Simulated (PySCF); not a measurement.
Atom-mapped SMILES (the numbers label the heavy atoms): `[F:1][P:2]([F:3])[PH:4][SiH3:5]`; H(Xn) means a hydrogen on atom n.

[PySCF 2.14: GFN2-xTB geometry; shielding tensors at PBE0/pcSseg-1 (GIAO); relativity neglected; one computed conformer; averaged over atoms made equivalent by symmetry, fast rotation or ring inversion; no solvent]

δ = σ(ref) − σ, references computed at the same level: ¹H (31.72 ppm), ²⁹Si (349.16 ppm) against TMS; ¹⁹F (170.95 ppm) vs CFCl3; ³¹P (318.38 ppm) against H3PO4.

```json
{"atoms": "H(Si5)", "nucleus": "¹H", "count": "3", "Hirshfeld charge": "-0.07", "δ (ppm)": "4.13"}
{"atoms": "F1/F3", "nucleus": "¹⁹F", "count": "2", "Hirshfeld charge": "-0.16", "δ (ppm)": "?"}
{"atoms": "Si5", "nucleus": "²⁹Si", "count": "1", "Hirshfeld charge": "0.26", "δ (ppm)": "-92.0"}
{"atoms": "P2", "nucleus": "³¹P", "count": "1", "Hirshfeld charge": "0.30", "δ (ppm)": "?"}
{"atoms": "P4", "nucleus": "³¹P", "count": "1", "Hirshfeld charge": "-0.03", "δ (ppm)": "-186.2"}
{"atoms": "H(P4)", "nucleus": "¹H", "count": "1", "Hirshfeld charge": "-0.01", "δ (ppm)": "1.76"}
```

Task: Complete the table.

Result: 
- F1/F3: -100.5 ppm, fluorine bonded to P
- P2: 340.2 ppm, phosphorus bonded to 2 F, P

Unscaled 19F shifts against computed CFCl3 carry errors that often reach 10 to 50 ppm. Experimental scales use liquid or dissolved standards, which lie at an offset from isolated H3PO4.
